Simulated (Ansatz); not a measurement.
Problem. Name a neutral molecule of O, P, S, Si and H with HOMO–LUMO gap (PBE0/def2-TZVPP) between 6.05 and 6.35 eV and HOMO–LUMO gap (B3LYP/def2-TZVPP) between 5.70 and 6.00 eV (Ansatz, PBE0-D4/def2-TZVP geometry).

Solution. `O[SiH2]PS` (6.26 eV, 5.83 eV). Other molecules can fit too; these were computed, each in one conformer that needn't be the lowest.

B3LYP here is the variant with VWN-RPA as its local correlation; programs differ in this.
